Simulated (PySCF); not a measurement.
Match the calculated data to a structure.

All candidates are C6H9N3.

| technique | computed result |
| --- | --- |
| Rotational structure | rotational constants A, B, C: 4.763, 1.025, 0.894 GHz [PBE0-D3(BJ)/def2-SVP] |
| 13C NMR | chemical shifts (computed TMS as zero) by class: 174.9 (1 C), 161.3 (1 C), 152.3 (1 C), 33.8 (1 C), 21.5 (1 C), 15.1 (1 C) ppm [GIAO PBE0/pcSseg-1] |
| XPS | C1s 290.6, C1s 290.8, C1s 291.2, C1s 291.8, C1s 292.0, C1s 292.2, N1s 405.3, N1s 405.4, N1s 405.7 eV [ΔSCF SCAN, pcX-2 on the ionised atom, pcseg-1 elsewhere, spin-free X2C] |
| Triplet | lowest triplet excitation (Tamm–Dancoff): 2.50 eV [TDA CAM-B3LYP/def2-SVPD] |
| 1H NMR | chemical shifts (computed TMS as zero) by class: 8.36 (1 H), 3.16 (2 H), 2.77 (3 H), 1.45 (3 H) ppm [GIAO PBE0/pcSseg-1] |
| Polarisability | 91.3 au [CAM-B3LYP/def2-SVPD] |
| UV, strongest line | among the 10 lowest singlet transitions: S6 at 6.49 eV (191 nm, f = 0.236) [TDDFT CAM-B3LYP/def2-SVPD] |
| UV, first state | lowest singlet excitation: 3.19 eV (388 nm, f = 0.005) [TDDFT CAM-B3LYP/def2-SVPD] |
| NMR, other nuclei | isotropic shieldings of nuclei other than C and H, by class: -222 (1 N), -170 (1 N), -60 (1 N) ppm [GIAO PBE0/pcSseg-1] |

Gas-phase values; electronic properties from PySCF, density fitting. Levels stand in brackets. Isolated species at its PBE0-D3(BJ)/def2-SVP geometry (one conformer only). NMR values are class means; diastereotopic atoms form classes of their own.

Problem. Which candidate is it?
A. `CCCc1ncncn1`
B. `CCc1ncc(C)nn1`
C. `C=CCn1cc(C)nn1`

Solution. B. It is `CCc1ncc(C)nn1`. Numbering: `[CH3:1][CH2:2][c:3]1[n:4][cH:5][c:6]([CH3:7])[n:8][n:9]1`. Its formula, C6H9N3, gives 4 degrees of unsaturation: 1 ring and 3 π bonds in the structure found (Kekulé form). 6 carbons fall into 6 classes; from least to most shielded: substituted aromatic carbon [C3] (174.9 ppm), substituted aromatic carbon [C6] (161.3 ppm), aromatic CH next to a ring nitrogen [C5] (152.3 ppm), benzylic-type carbon [C2] (33.8 ppm), benzylic-type carbon [C7] (21.5 ppm), methyl carbon [C1] (15.1 ppm). Hydrogen classes from least to most shielded: 1 H on an aromatic CH next to a ring nitrogen, C5 (8.36 ppm), 2 H on a benzylic-type carbon, C2 (3.16 ppm), 3 H on a benzylic-type carbon, C7 (2.77 ppm), 3 H on a methyl carbon, C1 (1.45 ppm, a mean of values up to 0.8 ppm apart in this geometry). The other shieldings belong to: -222 ppm, pyridine-type nitrogen [N8]; -170 ppm, pyridine-type nitrogen [N9]; -60 ppm, pyridine-type nitrogen [N4]. The core levels belong to: C1s 290.6 eV, methyl carbon [C1]; C1s 290.8 eV, benzylic-type carbon [C2]; C1s 291.2 eV, benzylic-type carbon [C7]; C1s 291.8 eV, substituted aromatic carbon [C6]; C1s 292.0 eV, aromatic CH next to a ring nitrogen [C5]; C1s 292.2 eV, substituted aromatic carbon [C3]; N1s 405.3 eV, pyridine-type nitrogen [N4]; N1s 405.4 eV, pyridine-type nitrogen [N9]; N1s 405.7 eV, pyridine-type nitrogen [N8]. The hole state at 292.2 eV has ⟨S²⟩ = 0.82 against 0.75, so that value is less sure. The hole state at 292.0 eV has ⟨S²⟩ = 0.83 against 0.75, so that value is less sure. S1 is mainly HOMO→LUMO (weight 0.99); the largest Löwdin shares of the orbital it empties are 0.33 on a pyridine-type nitrogen, 0.30 on a pyridine-type nitrogen, 0.14 on a pyridine-type nitrogen and 0.07 on a substituted aromatic carbon, of the orbital it fills 0.23 on a pyridine-type nitrogen, 0.22 on a pyridine-type nitrogen, 0.20 on the aromatic CH next to a ring nitrogen and 0.16 on a pyridine-type nitrogen. The optimised geometry has point group C1 and is an asymmetric top.

The others, at the same levels:
- `CCCc1ncncn1` fails: its computed lowest singlet excitation is 4.79 eV (259 nm, f = 0.005) (against 3.19 eV), static isotropic polarisability is 88.5 au (against 91.3 au) and smallest rotational constant is 0.823 GHz (against 0.894 GHz).
- `C=CCn1cc(C)nn1` fails: its computed core binding energies are C1s 290.7, C1s 290.9, C1s 291.0, C1s 291.1, C1s 291.2, C1s 292.4, N1s 404.8, N1s 405.7, N1s 406.9 eV, lowest singlet excitation is 5.80 eV (214 nm, f = 0.006) (against 3.19 eV) and lowest triplet excitation (Tamm–Dancoff) is 4.38 eV (against 2.50 eV).

Each candidate is one conformer, not necessarily the lowest. Dipoles, sizes and rotational constants follow the conformer. The torsions of the flexible species, by atom-mapped SMILES:
- `[CH3:1][CH2:2][c:3]1[n:4][cH:5][c:6]([CH3:7])[n:8][n:9]1`: C1–C2–C3–N4 57°
- `[CH3:1][CH2:2][CH2:3][c:4]1[n:5][cH:6][n:7][cH:8][n:9]1`: C1–C2–C3–C4 180°, C2–C3–C4–N5 -89°
- `[CH2:1]=[CH:2][CH2:3][n:4]1[cH:5][c:6]([CH3:7])[n:8][n:9]1`: C1–C2–C3–N4 -124°, C2–C3–N4–C5 55°
